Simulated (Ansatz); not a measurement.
Relaxation of Cl3F3H2W (9 atoms, charge 0, multiplicity 1), to a largest force component of 0.03 eV/Å in at most 50 steps.

The calculation used RHF/def2-SVP in Ansatz 0.2.0.

```xyz
9
Properties=species:S:1:pos:R:3
W -0.095 0.046 -0.144
F 0.027 -0.049 1.685
Cl 2.177 0.173 -0.381
F -0.111 1.880 0.018
Cl -2.382 0.126 0.034
Cl -0.148 -2.211 -0.408
F -0.259 0.270 -1.953
H 1.615 -1.661 1.544
H 1.473 -1.523 2.222
```

Where does it end, and by what steps?

The forces met the threshold. After 10 steps the energy has fallen by 0.469 eV; H8 moved furthest, 1.50 Å.

```tsv
step	energy less start (eV)	largest force component (eV/Å)	accepted
0	0.0000	1.506	yes
1	-0.2293	0.249	yes
2	-0.3385	0.434	yes
3	-0.4070	0.195	yes
4	-0.4412	0.160	yes
5	-0.4585	0.035	yes
6	-0.4655	0.070	yes
7	-0.4674	0.065	yes
8	-0.4683	0.054	yes
9	-0.4687	0.033	yes
10	-0.4690	0.012	yes
```

```xyz
9
Properties=species:S:1:pos:R:3
W -0.307 0.253 -0.386
F -0.148 0.102 1.430
Cl 1.972 0.360 -0.578
F -0.303 2.084 -0.207
Cl -2.587 0.334 -0.177
Cl -0.316 -2.011 -0.610
F -0.468 0.460 -2.196
H 2.452 -2.489 2.474
H 2.002 -2.041 2.867
```

Whether the end is a true minimum wasn't checked by a vibrational analysis.

Time of the run: 24 s on 4 threads of Arm Neoverse V1 (shared host), peak memory 0.39 GiB.
